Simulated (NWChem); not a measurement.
## Spin states of BI$_{2}$

SMILES: I[B]I
```xyz
3

I      1.9059     0.0000     0.0412
B      0.0000     0.0000    -0.8724
I     -1.9059     0.0000     0.0412
```
Charge 0, spin multiplicity 2.

Everything below was run with NWChem. The geometry was optimised at UB3LYP/def2-SVP with def2 effective core potentials on I, a minimum by its harmonic frequencies.

Basis set: def2-SVP. The gap is E(quartet) − E(doublet) at the geometry of the doublet, so a negative value puts the higher spin lower. Open shells are unrestricted. The quartet is the single determinant that the SCF runs reached, with unpaired electrons in orbitals of symmetry a1 and b1 and b2 (C2v labels); it need not be the lowest quartet, which in molecules with degenerate π orbitals can need several determinants.

Effective core potentials replace the inner electrons of I; spin-orbit coupling is left out. The correlated methods keep 9 core orbitals frozen. B3LYP has NWChem's definition, with VWN1-RPA local correlation. The structure started from a generated list of species. The unpaired electrons of the parent sit in orbitals of symmetry a1 (C2v labels of the run); other states weren't searched. The stability of the SCF solutions was not checked. Open-shell Hartree-Fock references start from PBE0 orbitals.

Order these methods by the vertical doublet-quartet gap they give, lowest first: MP2, M06-2X, B3LYP, PBE0, HF.

PBE0 (84.7 kcal/mol), B3LYP (86.4 kcal/mol), HF (87.6 kcal/mol), M06-2X (90.5 kcal/mol), MP2 (92.3 kcal/mol)
